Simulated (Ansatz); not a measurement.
`[F][Al]([Br])[Br]` + H₂ → `[Br][AlH][Br]` + H–F at 400 K and 1 bar (hydrogenolysis of the Al–F bond).

Computed with Ansatz on PBE0-D4/def2-TZVP structures; ΔE is electronic, products minus reactants. CCSD(T)/CBS adds triple-zeta CCSD(T) − MP2 to the extrapolated MP2 energy (def2 sets, frozen cores). This one scheme is used for every species. For Br outer-core shells are correlated without core-valence functions, which leaves a few kJ/mol of doubt a bond. Scalar relativity is left out up to krypton.

| species | CCSD(T)/CBS energy (Eh) | H − E (kJ/mol) | S (J/(mol·K)) |
| --- | --- | --- | --- |
| `[F][Al]([Br])[Br]` | -5488.66195 | 37.2 | 355.8 |
| H₂ | -1.17544 | 38.0 | 139.0 |
| `[Br][AlH][Br]` | -5389.38299 | 45.2 | 331.3 |
| H–F | -100.39570 | 36.5 | 182.2 |

H − E and S are ideal-gas, rigid-rotor, harmonic terms from PBE0-D4/def2-TZVP. The MP2-based limit puts H₂ 0.8 mEh under its directly extrapolated value; such offsets cancel only in part. 1 Eh = 2625.50 kJ/mol, R = 8.31446 J/(mol·K).

Task: By hand: ΔE, ΔH, ΔS and ΔG.

Result: ΔE = (-5389.38299) + (-100.39570) − (-5488.66195) − (-1.17544) = 0.05870 Eh = 154.1 kJ/mol. Δ(H − E) = 45.2 + 36.5 − 37.2 − 38.0 = 6.5, so ΔH = 160.6 kJ/mol. ΔS = 331.3 + 182.2 − 355.8 − 139.0 = 18.7 J/(mol·K). ΔG = 160.6 − 400 × (18.7)/1000 = 153.1 kJ/mol.

Task: By hand: the equilibrium constant, and the temperature at which ΔG would vanish if ΔH and ΔS stayed fixed.

Result: log₁₀ K = −ΔG/(RT ln 10) = -20.0. ΔG = 0 at ΔH/ΔS = 8588 K, far beyond where these terms or the molecules hold.

ΔH outweighs TΔS. A doubt of 5 kJ/mol in ΔE shifts log₁₀ K by 0.7 here. These are equilibria of isolated gas molecules and say nothing of rates. Largest T1 diagnostic: 0.008 (customary marks: 0.02 for closed shells, 0.045 for open ones).
